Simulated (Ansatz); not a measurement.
Ansatz (a program for electronic structure) input file for C3H7NOSi, SMILES C[C@@H](C#N)[SiH2]O, PBE/def2-SVPD. Coordinates come from a B3LYP-D3(BJ)/def2-SVP optimisation. The structure was generated by enumeration; whether it is a known compound was not checked. Other conformers were not sampled.

Ansatz 0.2 input:
```yaml
crystal:
  periodic: [false, false, false]
  atoms:
    - {symbol: C, position_ang: [-1.92720165, 0.03448446, 0.56120167]}
    - {symbol: C, position_ang: [-0.82619240, 0.19641008, -0.50731762]}
    - {symbol: C, position_ang: [-0.11605749, 1.46344503, -0.38123498]}
    - {symbol: N, position_ang: [0.52042680, 2.42112758, -0.22130922]}
    - {symbol: Si, position_ang: [0.52196917, -1.16377944, -0.36201179]}
    - {symbol: O, position_ang: [1.38493347, -0.91027720, 1.03745853]}
    - {symbol: H, position_ang: [-1.49116541, 0.03802670, 1.57151564]}
    - {symbol: H, position_ang: [-2.66687891, 0.84707134, 0.50330016]}
    - {symbol: H, position_ang: [-2.45177273, -0.92213886, 0.41962688]}
    - {symbol: H, position_ang: [-1.26055769, 0.14172748, -1.52137756]}
    - {symbol: H, position_ang: [-0.13958194, -2.48500631, -0.22673596]}
    - {symbol: H, position_ang: [1.36854603, -1.10307208, -1.58673049]}
    - {symbol: H, position_ang: [1.82809609, -0.05540887, 1.12216804]}
basis:
  gaussian:
    orbitals: def2-SVPD
hamiltonian:
  xc: {name: PBE}
```

Output:

```
WARN ansatz: RAYON_NUM_THREADS=2 ignored (pool sized by the plan → 2); use --threads N
Functional definition: PBE
integrals: 0.12 GiB planned
1543 factors; their error is unknown
mean field: 0.85 GiB planned
mean field evaluation 1: about -14607.0042 eV, gradient 8.2e1 eV
mean field evaluation 2: about -14562.5911 eV, gradient 1.6e2 eV
mean field evaluation 4: about -14620.3182 eV, gradient 1.9e1 eV
mean field evaluation 8: about -14621.1576 eV, gradient 1.5e-1 eV
mean field evaluation 16: about -14621.0872 eV, gradient 4.6e-4 eV
mean field -14621.08718957 eV, -537.3150436879 hartree, gradient 2.3e-5 eV, S^2 0.000000; 0 other end points of the search recorded, 0 dependent functions left out
reference -14621.08724313 eV, -537.3150456560 hartree; 27, 27 occupied and 156, 156 virtual orbitals, 1543 factors
Total energy: -14621.08724313 eV, -537.3150456560 hartree
```

Self-consistency was reached.

Cost: roughly 5 core-seconds.
